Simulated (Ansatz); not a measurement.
Geometry optimisation, Ansatz 0.2.0, RKS PBE0-D4/def2-SVP.

Input:

```yaml
crystal:
  periodic: [false, false, false]
  atoms:
    - { symbol: Zr, position_ang: [0.278654, -0.680741, -0.800131] }
    - { symbol: O, position_ang: [0.861915, 0.663557, 2.110845] }
    - { symbol: H, position_ang: [0.17011, 0.866871, 2.757948] }
    - { symbol: "N", position_ang: [2.082504, 0.206996, -0.721448] }
    - { symbol: H, position_ang: [2.856301, 0.064202, -1.373703] }
    - { symbol: H, position_ang: [2.362186, 0.883771, -0.009446] }
    - { symbol: "N", position_ang: [-1.216121, 0.567385, -0.266006] }
    - { symbol: H, position_ang: [-2.138222, 0.724173, -0.670395] }
    - { symbol: H, position_ang: [-1.052266, 1.237509, 0.484137] }
    - { symbol: F, position_ang: [-0.051394, -1.441984, -2.518945] }
    - { symbol: S, position_ang: [0.482864, -2.541534, 0.919461] }
    - { symbol: H, position_ang: [-0.847353, -2.672215, 1.143881] }
    - { symbol: H, position_ang: [0.944121, -0.318591, 2.182302] }
basis:
  gaussian: { orbitals: def2-SVP }
hamiltonian:
  xc: pbe0
  dispersion: d4
relax:
  f_tol: 0.03
  max_steps: 50
```

Command:

```bash
$ ansatz run input.yaml --threads 4 --pin off --max-ram 5120MiB --backend cpu --events-out ev --progress --plain --runs-dir out
```

Q: Where does it end, and by what steps?

A: It converged. After 14 steps the energy has fallen by 0.328 eV; H3 moved furthest, 0.72 Å. Joined: Zr1–O2 (3.26 → 2.43 Å).

| step | energy less start (eV) | largest force component (eV/Å) | accepted |
| --- | --- | --- | --- |
| 0 | 0.0000 | 0.797 | yes |
| 1 | -0.0480 | 0.890 | yes |
| 2 | -0.0043 | 2.116 | no |
| 3 | -0.1018 | 0.696 | yes |
| 4 | -0.1638 | 0.385 | yes |
| 5 | -0.2395 | 0.249 | yes |
| 6 | -0.2537 | 0.809 | yes |
| 7 | -0.2938 | 0.435 | yes |
| 8 | -0.3092 | 0.264 | yes |
| 9 | -0.3209 | 0.292 | yes |
| 10 | -0.2960 | 1.242 | no |
| 11 | -0.3261 | 0.136 | yes |
| 12 | -0.3274 | 0.103 | yes |
| 13 | -0.3281 | 0.039 | yes |
| 14 | -0.3283 | 0.021 | yes |

```xyz
13
Properties=species:S:1:pos:R:3
Zr 0.376 -0.530 -0.412
O 0.823 0.365 1.806
H -0.050 0.658 2.101
N 2.211 0.269 -0.675
H 2.791 0.159 -1.505
H 2.677 0.888 -0.016
N -1.235 0.692 -0.069
H -2.088 0.537 -0.607
H -1.290 1.635 0.311
F -0.073 -1.261 -2.122
S 0.507 -2.607 1.057
H -0.837 -2.719 1.172
H 0.919 -0.526 2.200
```

Whether the end is a true minimum wasn't checked by a vibrational analysis.

Run time: 47 s on 4 threads of Arm Neoverse V2 (shared host), peak memory 0.43 GiB.
